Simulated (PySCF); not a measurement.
Q: What does the PBE0-D3(BJ)/def2-SVP structure of InChI=1S/C2H4BNO2/c5-3(6)2-1-4-2/h1-2,5-6H/t2-/m1/s1 look like in three dimensions?

A: 
Z-matrix in Å and degrees, rows numbered from 1:
```
O 
B   1  1.3639
O   2  1.3642  1  124.81
C   2  1.5627  1  117.48  3  -179.35
C   4  1.4602  2  121.79  1   158.22
N   5  1.2429  4   69.81  2   100.42
H   1  0.9612  2  115.54  3    -0.07
H   3  0.9611  2  115.65  1     3.51
H   4  1.0991  2  117.81  1    -2.45
H   5  1.0930  4  150.29  6  -179.82
```

Of the pairs four or more bonds apart, H7···H8 is among the closest relative to their van der Waals radii: 2.35 Å, 98 % of the sum of Bondi's values. The 2 C–N bonds span 1.243 Å (C5=N6, drawn double) to 1.557 Å (C4–N6, drawn single), a spread of 0.314 Å. B2 (three-coordinate boron) is planar (angles 124.8°, 117.7° and 117.5°, sum 360.0°, 0.00 Å off the plane of its three neighbours). O1 (boron-bound oxygen) is bent (angle 115.5°).

Computed, not measured: PBE0-D3(BJ)/def2-SVP geometry optimisation, gas phase in PySCF 2.14.0.

Point group: C1 (no symmetry element, even within 0.4 Å). No PBE0-D3(BJ)/def2-SVP frequencies stand behind this structure, so it isn't proved a minimum. The numbers are those of one conformer (H–O1–B2–O3 0°, O1–B2–O3–H 4°, O1–B2–C4–C5 158°).

Hardware: Arm Neoverse N1, one thread, shared host with 64 logical CPUs at a one-minute load of 60. Cost: 36 s wall, 0.42 GiB resident at most. This is the geometry optimisation.
